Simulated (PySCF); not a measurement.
Compound: C3H12B2N2.
Numbering: `[CH2:1]=[CH:2][B@@H-:3]1[NH2+:4][BH2-:5][N@H+:6]1[CH3:7]` (hydrogens: H8, H9 on C1; H10 on C2; H11 on B3; H12, H13 on N4; H14, H15 on B5; H16 on N6; H17, H18, H19 on C7)

Structure used (PBE0-D3(BJ)/def2-SVP), in Å, numbered top down from 1:
```xyz
19
C3H12B2N2 angstrom
C      2.458   -0.659    0.448
C      1.885    0.348   -0.221
B      0.343    0.502   -0.571
N     -0.353    1.773    0.114
B     -1.453    0.757    0.665
N     -0.618   -0.515    0.185
C     -1.282   -1.565   -0.576
H      3.535   -0.710    0.642
H      1.878   -1.511    0.829
H      2.558    1.142   -0.578
H      0.092    0.501   -1.768
H     -0.696    2.484   -0.525
H      0.205    2.227    0.834
H     -2.489    0.854    0.031
H     -1.587    0.810    1.876
H     -0.131   -0.931    0.977
H     -1.807   -1.113   -1.427
H     -0.551   -2.291   -0.962
H     -2.021   -2.094    0.046
```

All values: CAM-B3LYP/def2-SVPD (PySCF, non-relativistic), on one gas-phase PBE0-D3(BJ)/def2-SVP geometry that isn't relaxed in the solvent. The solvent is an IEF-PCM continuum (cavity from Bondi-type radii × 1.2), and excitations are vertical TDDFT with non-equilibrium linear response and a frozen core. Only the electrostatic response of the medium enters.

Gas-phase singlets (H = HOMO, L = LUMO):

```csv
state,E (eV),λ (nm),f,leading configurations
S1,6.783,183,0.152,H→L 85%
S2,6.871,180,0.004,"H-1→L 29%, H-1→L+2 18%"
S3,6.967,178,0.100,H→L+1 68%
S4,7.408,167,0.112,"H→L+2 76%, H→L+3 9%"
S5,7.530,165,0.031,"H-1→L 28%, H→L+3 22%"
```

Problem. What are the lowest 5 singlets in acetonitrile (ε = 35.69)?

Solution. 
```csv
state,E (eV),λ (nm),f,leading configurations,change by rank (eV)
S1,6.816,182,0.034,"H-1→L 34%, H-1→L+1 16%",+0.033
S2,6.881,180,0.313,H→L 71%,+0.010
S3,7.073,175,0.100,"H→L+1 63%, H→L+2 17%",+0.106
S4,7.545,164,0.036,"H→L+3 49%, H→L+2 32%",+0.137
S5,7.673,162,0.033,"H-1→L 22%, H→L+2 16%",+0.143
```

Problem. How do the frontier levels move from gas to acetonitrile?

Solution. 
```tsv
orbital	gas (eV)	solvent (eV)	change (eV)	Löwdin shares, gas	Löwdin shares, solvent
LUMO+2	1.62	1.74	+0.12	C2 23 %, C1 20 %, H9 7 %, B3 7 %	B3 28 %, B5 18 %, H10 9 %, C1 8 %
LUMO+1	1.24	1.43	+0.19	C1 13 %, H16 13 %, B5 12 %, C7 12 %	B5 19 %, C1 18 %, C2 11 %, H16 8 %
LUMO	0.86	1.11	+0.25	B3 20 %, B5 16 %, H12 13 %, H13 11 %	B3 20 %, B5 16 %, C1 14 %, C2 12 %
HOMO	-8.54	-8.53	+0.01	C1 34 %, C2 30 %, B3 9 %, H11 6 %	C1 33 %, C2 29 %, B3 9 %, N4 6 %
HOMO-1	-9.39	-9.31	+0.08	C2 17 %, N6 16 %, B5 14 %, B3 12 %	C2 19 %, N6 16 %, B3 13 %, B5 11 %
HOMO-2	-9.77	-9.76	+0.01	B5 27 %, H14 18 %, H15 12 %, B3 7 %	B5 25 %, H14 15 %, H15 14 %, B3 8 %
HOMO-3	-10.25	-10.24	+0.01	B3 19 %, H11 13 %, C2 13 %, B5 13 %	B5 16 %, B3 16 %, H14 13 %, C2 11 %
```

The HOMO–LUMO gap goes from 9.40 to 9.64 eV. Rows go by rank; for LUMO, LUMO+1 and LUMO+2 the atom shares or the degeneracy differ between the runs, so the row needn't follow one orbital.

Hardware: one thread, Arm Neoverse V2 (aarch64) (shared host). Cost: 49 s wall, 1.2 GiB resident at most. This is the whole response run at CAM-B3LYP/def2-SVPD in acetonitrile, SCF included.
